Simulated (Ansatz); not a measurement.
Energy difference 2 R1 → P1 + P2, each structure at its B3LYP-D3(BJ)/def2-TZVP stationary point, reached from a drawn start (curvature not checked).
P1: BBr3 (SMILES BrB(Br)Br), charge 0, multiplicity 1.
R1: BBr2 (SMILES Br[B]Br), charge 0, multiplicity 2.
P2: BBr (SMILES [B]Br), charge 0, multiplicity 1.

P less R. No zero-point or thermal terms; singlets are restricted closed shells; open shells are unrestricted; no spin–orbit coupling.

Frozen-core correlation throughout. In cc and def2 sets filled d and f shells under p-block atoms count as core.

Programs: Ansatz (a first-principles code). Each number belongs to the level named beside it.

Total energies in hartree:

```csv
structure,PBE/def2-TZVPP,r2SCAN/def2-TZVPP,CCSD(T)/cc-pVQZ
P1,-7746.232264,-7747.370968,-7742.897030
R1,-5172.349344,-5173.118891,-5170.113790
P2,-2598.507070,-2598.899460,-2597.387015
```

Task: Work out the reaction energy at each level in kcal/mol (1 hartree = 627.50947 kcal/mol), and say how far PBE/def2-TZVPP lies from CCSD(T)/cc-pVQZ.

Result: 
- PBE/def2-TZVPP: (-7746.232264) + (-2598.507070) − 2 × (-5172.349344) = -0.040646 hartree = -25.51 kcal/mol
- r2SCAN/def2-TZVPP: (-7747.370968) + (-2598.899460) − 2 × (-5173.118891) = -0.032646 hartree = -20.49 kcal/mol
- CCSD(T)/cc-pVQZ: (-7742.897030) + (-2597.387015) − 2 × (-5170.113790) = -0.056465 hartree = -35.43 kcal/mol
PBE/def2-TZVPP less CCSD(T)/cc-pVQZ: 9.92 kcal/mol. CCSD(T)/cc-pVQZ is the level counted from, the highest shown, and no exact or measured value.
